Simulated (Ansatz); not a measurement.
Total energies of H$_{6}$O$_{4}$SiSn, SMILES `O[Si](O)(O)[O][SnH3]`.

```xyz
12

O     0.006   -2.093    0.779
Si   -0.614   -0.609    0.487
O     0.006    0.381    1.637
O    -2.240   -0.790    0.554
O    -0.200    0.057   -0.920
Sn    1.300    1.280   -1.310
H    -0.497   -2.834    0.438
H     0.062    0.031    2.527
H    -2.755   -0.124    0.096
H     1.405    1.224   -3.008
H     2.688    0.662   -0.543
H     0.839    2.815   -0.737
```

Total charge 0; spin multiplicity 1. Correlated methods include outer-core shells of Sn, which these sets cover unevenly. Sn: def2 effective core potential. Geometry: relaxed with PBE0-D4/def2-TZVP. It is one conformer, not always the lowest. Basis def2-TZVPP, the Gaussian-basis code of Ansatz.

RPA on PBE orbitals: Hartree–Fock energy of these orbitals -805.53096 Eh, correlation -2.12494 Eh (frozen core).

| functional | energy without D4 (Eh) | D4 term (kJ/mol) |
| --- | --- | --- |
| LDA (SPW92) | -805.00378 | – |
| CAM-B3LYP | -808.57448 | -25.7 |

(1) Give the same for PBE, revPBE, BLYP, r2SCAN, B97M-V, PBE0, B3LYP, r2SCANh, r2SCAN0, HSE06 (plane-wave form), BHLYP, LC-ωPBE, ωB97X-V, ωB97M-V, B2PLYP, PBE-QIDH. (Best estimate.)

B3LYP takes the VWN-RPA correlation (the form of Gaussian; ORCA's B3LYP/G). HSE06 is the plane-wave form, built on full-range PBE exchange. The double hybrids freeze the cores in their second-order part.

Results:

(1) Computed: 
| functional | energy without D4 (Eh) | D4 term (kJ/mol) |
| --- | --- | --- |
| PBE | -808.18457 | -29.3 |
| revPBE | -808.53330 | -81.5 |
| BLYP | -808.55294 | -63.2 |
| r2SCAN | -808.58240 | -7.2 |
| B97M-V | -808.51292 | – |
| PBE0 | -808.22740 | -25.0 |
| B3LYP | -808.76411 | -47.4 |
| r2SCANh | -808.55108 | -7.8 |
| r2SCAN0 | -808.50584 | -8.6 |
| HSE06 (plane-wave form) | -808.20568 | -23.5 |
| BHLYP | -808.45763 | -38.5 |
| LC-ωPBE | -808.44540 | – |
| ωB97X-V | -808.50535 | – |
| ωB97M-V | -808.51611 | – |
| B2PLYP | -808.15314 | – |
| PBE-QIDH | -807.91951 | – |

LC-ωPBE has ω = 0.4 bohr⁻¹.
